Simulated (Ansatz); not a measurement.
A search over several starts for the lowest SCF solution of PbCl₄ at the given spin, in a small basis.

```yaml
crystal:
  periodic: [false, false, false]
  atoms:
    - {symbol: Pb, position_ang: [0.000018, 0.000002, -0.000002]}
    - {symbol: Cl, position_ang: [0.010959, -0.018065, 2.446733]}
    - {symbol: Cl, position_ang: [2.303342, 0.010812, -0.825729]}
    - {symbol: Cl, position_ang: [-1.161206, 2.001304, -0.795818]}
    - {symbol: Cl, position_ang: [-1.153104, -1.994052, -0.825184]}
basis:
  gaussian: {orbitals: def2-SVP, initial_orbitals: start.molden}
hamiltonian: {xc: pbe0, dispersion: d4}
output: {orbitals: {seedname: orbitals}}
```

The file start.molden holds the orbitals of an earlier run on this structure, at another level or in another basis.

```sh
$ ansatz run in.yaml --threads 2 --pin off --events-out ev --progress --plain --max-ram 20480MiB --backend cpu
```

Shortened log:

```
Functional definition: PBE0
979 factors; integrals over basis functions are off by at most 2.6e-4 eV
mean field evaluation 1: about -55309.5928 eV, gradient 8.4e0 eV
mean field evaluation 2: about -55309.7114 eV, gradient 1.4e-1 eV
mean field evaluation 4: about -55309.7964 eV, gradient 6.4e-4 eV
mean field evaluation 8: about -55308.0203 eV, gradient 2.3e1 eV
mean field evaluation 16: about -55309.7964 eV, gradient 2.4e-3 eV
mean field -55309.79636223 eV, -2032.5975259856 hartree, gradient 3.1e-5 eV, S^2 0.000000; 1 other end points of the search recorded, 0 dependent functions left out
reference -55309.79638966 eV, -2032.5975269936 hartree; 45, 45 occupied and 53, 53 virtual orbitals, 979 factors
Total energy: -55309.99873240 eV, -2032.6049629521 hartree
```

Hardware: 2 threads of AMD EPYC 7R13 on a shared host. Wall time 2.2 s.

In the def2 sets Pb takes a core potential; there is no spin–orbit coupling.
